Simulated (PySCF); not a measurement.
# Magnetisability: `C[SiH2]O[SiH2][SiH2]F`, CH9FOSi3

Molfile (atoms numbered from 1):
```
CH9FOSi3
     RDKit          3D

 15 14  0  0  0  0  0  0  0  0999 V2000
   -2.5734    0.3015   -0.5727 C   0  0  0  0  0  0  0  0  0  0  0  0
   -1.5410   -1.0813    0.2096 Si  0  0  0  0  0  4  0  0  0  0  0  0
   -0.0122   -0.5665    0.3923 O   0  0  0  0  0  0  0  0  0  0  0  0
    1.1986    0.4328    0.8091 Si  0  0  0  0  0  4  0  0  0  0  0  0
    2.7386    0.2149   -0.8763 Si  0  0  0  0  0  4  0  0  0  0  0  0
    3.8910    1.3135   -0.5736 F   0  0  0  0  0  0  0  0  0  0  0  0
   -2.1560    0.6158   -1.5260 H   0  0  0  0  0  0  0  0  0  0  0  0
   -3.5940   -0.0214   -0.7521 H   0  0  0  0  0  0  0  0  0  0  0  0
   -2.6138    1.1778    0.0694 H   0  0  0  0  0  0  0  0  0  0  0  0
   -1.4007   -2.2382   -0.6742 H   0  0  0  0  0  0  0  0  0  0  0  0
   -2.0463   -1.4354    1.5368 H   0  0  0  0  0  0  0  0  0  0  0  0
    0.6317    1.7813    0.9749 H   0  0  0  0  0  0  0  0  0  0  0  0
    1.6265   -0.0146    2.1429 H   0  0  0  0  0  0  0  0  0  0  0  0
    3.5090   -1.0283   -0.9495 H   0  0  0  0  0  0  0  0  0  0  0  0
    2.3376    0.5561   -2.2440 H   0  0  0  0  0  0  0  0  0  0  0  0
  1  2  1  0
  2  3  1  0
  3  4  1  0
  4  5  1  0
  5  6  1  0
  1  7  1  0
  1  8  1  0
  1  9  1  0
  2 10  1  0
  2 11  1  0
  4 12  1  0
  4 13  1  0
  5 14  1  0
  5 15  1  0
M  END
```

Computed, not measured: PySCF 2.14.0, GIAO B3LYP/pcSseg-1 magnetisability, rotational g tensor and spin-rotation constants, non-relativistic, gas phase. Geometry: GFN2-xTB.

**Question.** What are the magnetisability and the molar susceptibility?

**Answer.** Isotropic -1146 × 10⁻³⁰ J/T², or -69.0 × 10⁻⁶ cm³/mol; principal values -1387, -1036, -1015 × 10⁻³⁰ J/T², anisotropy 361 × 10⁻³⁰ J/T² (root of half the summed squared differences of the principal values). The susceptibility is in cgs units.

**Question.** Split it along the inertial axes a, b, c into diamagnetic and paramagnetic parts about the centre of mass, with the quadrupole moment.

**Answer.** 
```tsv
axis	χ (10⁻⁶ cm³/mol)	diamagnetic (10⁻⁶ cm³/mol)	paramagnetic (10⁻⁶ cm³/mol)	summed x² of all electrons (Å²)	quadrupole Θ (D Å)
a	-78.9	-413.6	334.7	390.3	-5.16
b	-62.4	-1844.2	1781.8	53.1	+2.82
c	-65.8	-1881.5	1815.7	44.3	+2.34
```
Anisotropies 2χaa − χbb − χcc = -29.6 and 2χbb − χaa − χcc = +19.9 × 10⁻⁶ cm³/mol. Θ is traceless in Buckingham's convention.

**Question.** And the rotational g tensor?

**Answer.** 
```csv
axis,rotational constant (GHz),g,nuclear part,electronic part
a,4.5468,-0.0619,0.6531,-0.7150
b,0.6707,-0.0158,0.5456,-0.5615
c,0.6574,-0.0144,0.5464,-0.5608
```
Asymmetric top; isotopes 12C, 19F, 1H, 16O, 28Si; no vibrational averaging.
